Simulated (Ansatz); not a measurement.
Dimethylcadmium, C$_{2}$H$_{6}$Cd. Total charge 0; spin multiplicity 1. Cd takes the def2 core potential. The structure was optimised at the PBE0-D4/def2-TZVP level.

```xyz
9

C     1.442    0.889   -1.264
Cd    0.000    0.000    0.000
C    -1.442   -0.889    1.264
H     2.056    0.124   -1.745
H     2.100    1.548   -0.693
H     0.958    1.480   -2.044
H    -1.327   -1.975    1.275
H    -1.335   -0.522    2.287
H    -2.452   -0.655    0.920
```

Problem. What is the dipole moment at r2SCAN/def2-TZVPP? (Estimate.)

Solution. Computed: 0.00 D, zero by symmetry or nearly so.

Problem. Give the Mulliken charges with r2SCAN, B3LYP, PBE in def2-TZVPP. (Estimate.)

Solution. Computed: 
```json
{"atom": "C1", "r2SCAN": "-0.51", "B3LYP": "-0.59", "PBE": "-0.57"}
{"atom": "Cd2", "r2SCAN": "0.56", "B3LYP": "0.58", "PBE": "0.52"}
{"atom": "C3", "r2SCAN": "-0.51", "B3LYP": "-0.59", "PBE": "-0.57"}
{"atom": "H4", "r2SCAN": "0.08", "B3LYP": "0.10", "PBE": "0.10"}
{"atom": "H5", "r2SCAN": "0.08", "B3LYP": "0.10", "PBE": "0.10"}
{"atom": "H6", "r2SCAN": "0.08", "B3LYP": "0.10", "PBE": "0.10"}
{"atom": "H7", "r2SCAN": "0.08", "B3LYP": "0.10", "PBE": "0.10"}
{"atom": "H8", "r2SCAN": "0.08", "B3LYP": "0.10", "PBE": "0.10"}
{"atom": "H9", "r2SCAN": "0.08", "B3LYP": "0.10", "PBE": "0.10"}
```

B3LYP here is the variant with VWN-RPA as its local correlation; programs differ in this.
